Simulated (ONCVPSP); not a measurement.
**What one change does to a pseudopotential (Bi, ONCV)**

* Element: bismuth (Bi)
* Generator: ONCVPSP 4.0.1
* Type: optimised norm-conserving Vanderbilt (ONCV)
* Functional: LDA (Perdew-Wang 92)
* Relativity: scalar-relativistic
* Frozen core: [Kr] 4d10 4f14
* Valence charge: 23
* Reference configuration: 5s2 5p6 5d10 6s1.75 6p3.25
* Partial waves: 5s+6s: rc 1.15 bohr, ncon 4, nbas 8, qcut 9.7 1/bohr, 2 projectors; 5p+6p: rc 1.65 bohr, ncon 4, nbas 8, qcut 6.8 1/bohr, 2 projectors; 5d: rc 1.80 bohr, ncon 4, nbas 9, qcut 6.9 1/bohr, 2 projectors, debl 0.9 Ha
* Local potential: polynomial inside 0.75 bohr (lpopt 5, dvloc0 3 Ha)
* Core correction: Teter function, fcfact 4.25, rcfact 1.65

In the d channel the program set the typed energies aside and used -1.014, 0.250 Ha.

Change: p: nproj 4.

Cutoffs: the cutoffs (Ha) at which the residual kinetic energy of the hardest occupied pseudo-wave falls to 1 and 0.1 mHa per electron; they do not see the model core or the augmentation charge, which bear on the density cutoff. Errors are all-electron minus pseudo energies relative to the spin-unpolarised reference configuration.

Task: What does the change do?

Result: The potential gets neither clearly harder nor softer (41 Ha and 48 Ha → 41 Ha and 48 Ha); both files keep a bound ghost (s); the lowest positive-energy flag moves from p at 134.8 eV to p at 24.0 eV; the errors of the 4 common tests hardly move.

```tsv
quantity	base	changed
cutoff, loose	41 Ha	41 Ha
cutoff, tight	48 Ha	48 Ha
bound ghosts	s	s
GHOST(+) flags under 300 eV	p at 134.8 eV, d at 157.4 eV	p at 24.0 eV, d at 157.4 eV
error for 5s2 5p6 5d10 6s2 6p3, meV [ΔE -2.51 eV]	+0.2	+0.2
error for 5s2 5p6 5d10 6s2 6p2, meV [ΔE 5.64 eV]	-3.5	-3.6
error for 5s2 5p6 5d10 6s2 6p1, meV [ΔE 21.20 eV]	-12	-12
error for 5s2 5p6 5d10 6s1 6p0, meV [ΔE 90.82 eV]	-53	-54
s: phases at 1.17 bohr within 0.05 rad from the reference energy up to (Ha; the scan ends near 5)	to the end of the scan	to the end of the scan
p: phases at 1.68 bohr within 0.05 rad from the reference energy up to (Ha; the scan ends near 5)	4.3	to the end of the scan
d: phases at 1.83 bohr within 0.05 rad from the reference energy up to (Ha; the scan ends near 5)	to the end of the scan	to the end of the scan
rms error of d²Exc/dni dnj with the model core, mHa	1.52	1.52
```

 A true bound ghost makes a file unfit for plane-wave use even where its test errors are small: the radial tests pick states by their node count and pass the ghost by.
